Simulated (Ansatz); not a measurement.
H3ClGeSi, SMILES `[SiH3][Ge][Cl]` (lower singlet) (charge 0, multiplicity 1). This singlet lies 1.09 eV below the relaxed triplet at the level frozen-core CCSD(T)/cc-pVTZ // B3LYP-D3(BJ)/def2-TZVP (Ansatz, an electronic-structure program).

The numbers are results of LDA/cc-pVTZ // B3LYP-D3(BJ)/def2-TZVP (Ansatz), not measurements.

Ansatz 0.2 input:
```yaml
crystal:
  periodic: [false, false, false]
  atoms:
    - { symbol: Si, position_ang: [-0.700366, -0.004729, -0.05334] }
    - { symbol: Ge, position_ang: [1.564486, 0.009292, -1.116317] }
    - { symbol: Cl, position_ang: [2.70467, -0.063514, 0.780028] }
    - { symbol: H, position_ang: [-0.693805, -0.097252, 1.425501] }
    - { symbol: H, position_ang: [-1.414459, 1.237532, -0.460867] }
    - { symbol: H, position_ang: [-1.474204, -1.149362, -0.609286] }
basis:
  gaussian: { orbitals: cc-pVTZ }
hamiltonian:
  xc: lda
```

Output:

```
Functional definition: SPW92
1085 factors; their error is unknown
mean field evaluation 1: about -76809.0036 eV, gradient 2.8e1 eV
mean field evaluation 2: about -76805.5744 eV, gradient 4.5e1 eV
mean field evaluation 4: about -76810.9527 eV, gradient 4.6e0 eV
mean field evaluation 8: about -76810.9830 eV, gradient 1.3e-1 eV
mean field evaluation 16: about -76810.9830 eV, gradient 2.9e-5 eV
mean field -76810.98298398 eV, -2822.7515603070 hartree, gradient 2.9e-5 eV, S^2 0.000000; 0 other end points of the search recorded, 0 dependent functions left out
reference -76810.98302081 eV, -2822.7515616605 hartree; 33, 33 occupied and 120, 120 virtual orbitals, 1085 factors
Total energy: -76810.98302081 eV, -2822.7515616605 hartree
```
